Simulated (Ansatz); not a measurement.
Consider the substitution at a C–Ge bond: `C=C[CH2][GeH2][F]` + `O[SiH3]` → `C=CCO[SiH3]` + `[F][GeH3]`.

Gas-phase electronic energies from Ansatz, PBE0-D4/def2-TZVP geometries. CCSD(T)/CBS adds triple-zeta CCSD(T) − MP2 to the extrapolated MP2 energy (def2 sets, frozen cores). DFT in def2-TZVPP. B3LYP here is the variant with VWN-RPA as its local correlation; programs differ in this. HSE06 is defined as in plane-wave codes. For Ge outer-core shells are correlated without core-valence functions, which leaves a few kJ/mol of doubt a bond. Scalar relativity is left out up to krypton. Each species was taken in one conformer, which may not be the lowest.

`C=C[CH2][GeH2][F]`:

```xyz
12

C     1.829    1.005    0.058
C     0.519    0.964   -0.148
C    -0.452    0.196    0.675
Ge   -1.170   -1.331   -0.312
F    -1.950   -0.657   -1.724
H     2.291    0.480    0.889
H     2.485    1.566   -0.596
H     0.101    1.503   -0.995
H     0.009   -0.183    1.592
H    -1.312    0.811    0.958
H    -0.074   -2.267   -0.845
H    -2.274   -2.086    0.449
```

`O[SiH3]`:

```xyz
6

O     0.590   -0.735   -0.868
Si   -0.103    0.108    0.366
H     0.430   -0.431   -1.762
H     0.360    1.523    0.393
H     0.310   -0.580    1.610
H    -1.588    0.115    0.261
```

`C=CCO[SiH3]`:

Z-matrix (Å, degrees):
```
C
C 1 1.489
O 1 1.416 2 109.6
H 1 1.098 2 109.9 3 122.0
H 1 1.100 2 109.5 3 -120.1
C 2 1.324 1 124.0 3 -128.9
H 2 1.087 1 115.4 3 51.9
Si 3 1.643 1 122.3 2 179.5
H 6 1.084 2 121.7 1 -178.2
H 6 1.086 2 121.4 1 1.6
H 8 1.480 3 106.5 1 179.6
H 8 1.490 3 110.8 1 59.5
H 8 1.490 3 110.8 1 -60.3
```

`[F][GeH3]`:

Cartesian coordinates in Å:
```
F -0.790 0.452 1.377
Ge 0.043 -0.025 -0.076
H 1.527 0.280 0.161
H -0.226 -1.524 -0.252
H -0.555 0.816 -1.210
```

```json
{"level": "LDA (SPW92)", "ΔE (kJ/mol)": "79.4", "difference from CCSD(T)/CBS": "-9.3"}
{"level": "PBE-D4", "ΔE (kJ/mol)": "82.6", "difference from CCSD(T)/CBS": "-6.1"}
{"level": "revPBE-D4", "ΔE (kJ/mol)": "81.0", "difference from CCSD(T)/CBS": "-7.7"}
{"level": "BLYP-D4", "ΔE (kJ/mol)": "76.4", "difference from CCSD(T)/CBS": "-12.3"}
{"level": "r2SCAN-D4", "ΔE (kJ/mol)": "83.6", "difference from CCSD(T)/CBS": "-5.1"}
{"level": "PBE0-D4", "ΔE (kJ/mol)": "83.5", "difference from CCSD(T)/CBS": "-5.2"}
{"level": "B3LYP-D4", "ΔE (kJ/mol)": "77.6", "difference from CCSD(T)/CBS": "-11.1"}
{"level": "r2SCANh-D4", "ΔE (kJ/mol)": "84.0", "difference from CCSD(T)/CBS": "-4.7"}
{"level": "r2SCAN0-D4", "ΔE (kJ/mol)": "84.5", "difference from CCSD(T)/CBS": "-4.2"}
{"level": "HSE06-D4", "ΔE (kJ/mol)": "83.7", "difference from CCSD(T)/CBS": "-5.0"}
{"level": "BHLYP-D4", "ΔE (kJ/mol)": "76.9", "difference from CCSD(T)/CBS": "-11.8"}
{"level": "CAM-B3LYP-D4", "ΔE (kJ/mol)": "74.6", "difference from CCSD(T)/CBS": "-14.1"}
{"level": "ωB97X-V", "ΔE (kJ/mol)": "77.3", "difference from CCSD(T)/CBS": "-11.4"}
{"level": "ωB97M-V", "ΔE (kJ/mol)": "81.3", "difference from CCSD(T)/CBS": "-7.4"}
{"level": "B2PLYP", "ΔE (kJ/mol)": "81.0", "difference from CCSD(T)/CBS": "-7.7"}
{"level": "PBE-QIDH", "ΔE (kJ/mol)": "86.9", "difference from CCSD(T)/CBS": "-1.8"}
{"level": "PBE", "ΔE (kJ/mol)": "81.7", "difference from CCSD(T)/CBS": "-7.0"}
{"level": "revPBE", "ΔE (kJ/mol)": "81.9", "difference from CCSD(T)/CBS": "-6.8"}
{"level": "BLYP", "ΔE (kJ/mol)": "74.8", "difference from CCSD(T)/CBS": "-13.9"}
{"level": "PBE0", "ΔE (kJ/mol)": "82.7", "difference from CCSD(T)/CBS": "-6.0"}
{"level": "B3LYP", "ΔE (kJ/mol)": "75.9", "difference from CCSD(T)/CBS": "-12.8"}
{"level": "r2SCANh", "ΔE (kJ/mol)": "84.0", "difference from CCSD(T)/CBS": "-4.7"}
{"level": "r2SCAN0", "ΔE (kJ/mol)": "84.4", "difference from CCSD(T)/CBS": "-4.3"}
{"level": "HSE06", "ΔE (kJ/mol)": "82.9", "difference from CCSD(T)/CBS": "-5.8"}
{"level": "BHLYP", "ΔE (kJ/mol)": "74.6", "difference from CCSD(T)/CBS": "-14.1"}
{"level": "CAM-B3LYP", "ΔE (kJ/mol)": "73.7", "difference from CCSD(T)/CBS": "-15.0"}
{"level": "LC-ωPBE", "ΔE (kJ/mol)": "81.7", "difference from CCSD(T)/CBS": "-7.0"}
{"level": "HF/def2-SVP", "ΔE (kJ/mol)": "55.7", "difference from CCSD(T)/CBS": "-33.0"}
{"level": "MP2/def2-SVP", "ΔE (kJ/mol)": "73.0", "difference from CCSD(T)/CBS": "-15.7"}
{"level": "CCSD/def2-SVP", "ΔE (kJ/mol)": "63.0", "difference from CCSD(T)/CBS": "-25.7"}
{"level": "CCSD(T)/def2-SVP", "ΔE (kJ/mol)": "63.0", "difference from CCSD(T)/CBS": "-25.7"}
{"level": "HF/def2-TZVPP", "ΔE (kJ/mol)": "67.2", "difference from CCSD(T)/CBS": "-21.5"}
{"level": "MP2/def2-TZVPP", "ΔE (kJ/mol)": "93.6", "difference from CCSD(T)/CBS": "4.9"}
{"level": "SCS-MP2/def2-TZVPP", "ΔE (kJ/mol)": "85.2", "difference from CCSD(T)/CBS": "-3.5"}
{"level": "CCSD/def2-TZVPP", "ΔE (kJ/mol)": "83.2", "difference from CCSD(T)/CBS": "-5.5"}
{"level": "CCSD(T)/def2-TZVPP", "ΔE (kJ/mol)": "84.5", "difference from CCSD(T)/CBS": "-4.2"}
{"level": "MP2/def2-QZVPP", "ΔE (kJ/mol)": "95.5", "difference from CCSD(T)/CBS": "6.8"}
{"level": "SCS-MP2/def2-QZVPP", "ΔE (kJ/mol)": "87.0", "difference from CCSD(T)/CBS": "-1.7"}
{"level": "HF/CBS(def2)", "ΔE (kJ/mol)": "65.4", "difference from CCSD(T)/CBS": "-23.3"}
{"level": "CCSD/CBS(def2)", "ΔE (kJ/mol)": "87.5", "difference from CCSD(T)/CBS": "-1.2"}
{"level": "CCSD(T)/CBS", "ΔE (kJ/mol)": "88.7", "difference from CCSD(T)/CBS": "0"}
```

Largest T1 diagnostic among the species: 0.012.

Leaving LDA and LC-ωPBE aside and taking each functional with its dispersion term where it has one, the values spread over 12.3 kJ/mol, from CAM-B3LYP-D4 to PBE-QIDH. In def2-TZVPP, CCSD(T) changes the Hartree–Fock value by +17.3 kJ/mol (the triples alone add +1.3 kJ/mol) and MP2 by +26.4 kJ/mol.
